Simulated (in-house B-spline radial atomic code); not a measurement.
Values are calculated unless marked as measured or tabulated.
C6 from the polarisability at imaginary frequency: Se V (Se4+)

PBE linear response of the closed shell [Ar] 3d10 4s2, from an all-electron radial atomic-structure program (B-spline basis); scalar-relativistic (spin-free one-electron X2C), finite nucleus, no spin-orbit coupling; shells from n = 2 respond.

The dispersion coefficient of two like species is C6 = (3/π) ∫ α(iu)² du from 0 to ∞.

| u (hartree) | α(iu) (bohr³) |
| --- | --- |
| 0 | 4.744 |
| 0.335 | 3.767 |
| 0.783 | 2.09 |
| 1.34 | 1.166 |
| 2.24 | 0.6531 |
| 3.35 | 0.4214 |
| 5.03 | 0.2686 |
| 7.83 | 0.1575 |
| 11.2 | 0.09729 |
| 16.8 | 0.05332 |
| 28 | 0.02328 |
| 55.9 | 0.007015 |

Task: Fit one oscillator, α(iu) = α(0)/(1 + u²/ω²), through u = 2.24 and estimate C6.

Result: From α(0)/α(iu) − 1 = 4.744/0.6531 − 1 = 6.2638, ω = u/√6.2638 = 0.8950 hartree (24.4 eV). London's formula gives C6 = (3/4) α(0)² ω = 0.75 × 4.744² × 0.8950 = 15.11 hartree·bohr⁶, and the oscillator holds f = α(0) ω² = 3.80 electrons, of a sum of oscillator strengths of 28.6.

Task: How does that compare with the full integral?

Result: The program's quadrature over all excitations gives C6 = 12.42, so the single oscillator is off by +21.6 %. At the last point the fit gives α = 0.00122 against 0.00702: higher excitations, and deeper shells where there are any, keep the true curve higher at large u.
